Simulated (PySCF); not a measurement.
Ligands exchanged one at a time, In H-CH3. All species are isolated molecules in the gas phase. Strings in code marks are SMILES.

The brightest of the four lowest singlets (TDA) from two functionals at the same geometries (PBE0-D4/def2-TZVP), both in PySCF: PBE-D3(BJ)/def2-TZVP and PBE0-D4/def2-TZVP. Excitations are Tamm–Dancoff values on a coarser integration grid. The basis has no diffuse functions, so Rydberg states are missing or too high.

| species | PBE0-D4/def2-TZVP (eV) |
|---|---|
| 1 of 3 H replaced by CH3 (`[CH3][InH2]`) | 6.95 |
| 2 of 3 H replaced by CH3 | 6.57 |
| 3 of 3 H replaced by CH3 (`[CH3][In]([CH3])[CH3]`) | 6.33 |

Problem. What does PBE-D3(BJ)/def2-TZVP give for each?

Solution. 
- 1 of 3 H replaced by CH3 (`[CH3][InH2]`): 6.52
- 2 of 3 H replaced by CH3: 6.05
- 3 of 3 H replaced by CH3 (`[CH3][In]([CH3])[CH3]`): 5.74
Over these rows, drawn at random from the members with no instability flagged (it was tested for open shells, ions and some series alone), PBE minus PBE0-D4: mean -0.52 eV, from -0.60 eV to -0.43 eV.
